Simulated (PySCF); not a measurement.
An equivalent PySCF input for Si(2+) (silicon, charge +2), [Ne] 3s2, closed-shell 1S, with scalar relativity by spin-free X2C-1e:

```python
from pyscf import gto, scf, dft, mp, cc
import basis_set_exchange as bse
mol = gto.M(atom="Si 0 0 0", charge=2, spin=0, symmetry="D2h",
            basis=gto.basis.parse(bse.get_basis("Sapporo-DZP-2012", elements=["Si"], fmt="nwchem", header=False)),
            nucmod="G")
mf = dft.UKS(mol, xc="PBE").sfx2c1e()
mf.irrep_nelec = {'Ag': (3, 3), 'B1u': (1, 1), 'B2u': (1, 1), 'B3u': (1, 1)}
mf.kernel()
```

It reaches the same state as the run whose output follows, with an energy that differs only through the grid. The run itself started from symmetry-adapted Hartree-Fock orbitals and held the occupation by maximum overlap, on a logarithmic radial grid, so the iterations belong to that start.

```
SCF conv_tol = 1e-09
number electrons alpha = 6  beta = 6
XC functionals = PBE
    J. P. Perdew, K. Burke, and M. Ernzerhof.,  Phys. Rev. Lett. 77, 3865 (1996)
    J. P. Perdew, K. Burke, and M. Ernzerhof.,  Phys. Rev. Lett. 78, 1396 (1997)
    J. P. Perdew, K. Burke, and M. Ernzerhof.,  Phys. Rev. Lett. 77, 3865 (1996)
    J. P. Perdew, K. Burke, and M. Ernzerhof.,  Phys. Rev. Lett. 78, 1396 (1997)
cycle= 1 E= -288.840795691861  delta_E= -0.00464  |g|= 0.00205  |ddm|= 0.0947
cycle= 2 E= -288.840796598862  delta_E= -9.07e-07  |g|= 0.000913  |ddm|= 0.00395
cycle= 3 E= -288.840796676522  delta_E= -7.77e-08  |g|= 5.6e-05  |ddm|= 0.000351
cycle= 4 E= -288.840796676826  delta_E= -3.03e-10  |g|= 4.48e-06  |ddm|= 4.06e-05
converged SCF energy = -288.840796676826  <S^2> = 1.7763568e-15  2S+1 = 1
```
